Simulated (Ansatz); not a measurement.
Cost and result up the ladder for the cluster Sr₆Te₆ (12 atoms). The state is a singlet with charge 0. Geometry: PBE0-D4/def2-SVP.

```xyz
12

Sr    5.486   -0.677   -0.798
Sr    2.566   -3.456    3.129
Sr   -2.849   -2.861    4.020
Sr   -5.466    0.771    0.821
Sr   -2.608    3.429   -3.121
Sr    2.877    2.792   -4.056
Te    0.064    3.815   -4.483
Te   -5.234   -1.281    3.034
Te    4.964   -2.497    1.558
Te    5.331    1.315   -3.073
Te   -5.034    2.703   -1.466
Te   -0.098   -4.052    4.435
```

Ansatz on 6 threads of Intel Xeon on a shared host. Times are rough, and most runs start from the orbitals of an earlier one. PBE0-D4/def2-TZVP serves as the yardstick here, not as an exact answer. Differences are given only for rows in sets of like size (and for xTB, whose basis is part of the method), since another set adds its own error. Binding counts from free atoms at the same level (Sr singlet, Te triplet; other spins of the atoms weren't run), without zero-point energy or a counterpoise term.

In the def2 sets Sr, Te take a core potential; there is no spin–orbit coupling. Correlated methods freeze 24 core orbitals; core or outer-core shells of Sr, Te are correlated, in sets that lack core-valence functions. The rows differ in basis, and correlated rows in double-zeta sets carry the largest basis error. The structure comes from a short search, and lower isomers may exist.

Correlated methods converge slowly with the basis, most of all in double-zeta sets.

| level | functions | wall time | binding energy per atom (eV) | difference from PBE0-D4/def2-TZVP (eV) |
| --- | --- | --- | --- | --- |
| PBE-D4/def2-SVP | 294 | 8.5 s | 2.53 | – |
| PBE-D4/def2-TZVP (with forces) | 498 | 18 s | 2.50 | -0.02 |
| MP2/def2-SVP | 294 | 21 s | 2.32 | – |
| PBE0-D4/def2-SVP | 294 | 25 s | 2.54 | – |
| r2SCAN-D4/def2-TZVP | 498 | 27 s | 2.63 | 0.11 |
| PBE0-D4/def2-TZVP | 498 | 47 s | 2.52 | 0.00 |
